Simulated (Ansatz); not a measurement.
One change: `[Cl][SnH2][Br]` becomes `[Cl][GeH2][Br]`.

Ansatz, PBE0-D4/def2-TZVP geometries, multiplicity 1. 

Elements past krypton have def2 core potentials. Scalar relativity is left out up to krypton.

```json
{"property": "HOMO–LUMO gap (PBE0/def2-TZVPP) / eV", "`[Cl][SnH2][Br]`": "6.98"}
{"property": "LUMO energy (B3LYP/def2-TZVPP) / eV", "`[Cl][SnH2][Br]`": "-1.87"}
{"property": "HOMO–LUMO gap (PBE/def2-TZVPP) / eV", "`[Cl][SnH2][Br]`": "4.80"}
{"property": "LUMO energy (ωB97M-V/def2-TZVPP) / eV", "`[Cl][SnH2][Br]`": "0.34"}
{"property": "size of the dipole moment (B3LYP/def2-TZVPP) / D", "`[Cl][SnH2][Br]`": "2.40"}
{"property": "LUMO energy (PBE/def2-TZVPP) / eV", "`[Cl][SnH2][Br]`": "-2.47"}
```

**Question.** Give the same properties after the change, and the shifts. (Best estimate.)

**Answer.** Computed: 
```
                                        property  `[Cl][GeH2][Br]`  shift
            HOMO–LUMO gap (PBE0/def2-TZVPP) / eV              7.58   0.60
             LUMO energy (B3LYP/def2-TZVPP) / eV             -1.33   0.54
             HOMO–LUMO gap (PBE/def2-TZVPP) / eV              5.35   0.55
           LUMO energy (ωB97M-V/def2-TZVPP) / eV              0.93   0.59
size of the dipole moment (B3LYP/def2-TZVPP) / D              1.81  -0.59
               LUMO energy (PBE/def2-TZVPP) / eV             -1.96   0.51
```

With PBE0 the HOMO falls by 0.06 eV and the LUMO rises by 0.55 eV, so the gap widens by about 0.61 eV. PBE moves the HOMO by -0.04 eV and ωB97M-V by -0.06 eV. Dipoles are sizes alone; their direction can turn.

B3LYP here is the variant with VWN-RPA as its local correlation; programs differ in this.

Spin–orbit coupling is left out; it splits and shifts lone-pair levels of the heavy atoms by tenths of an eV.
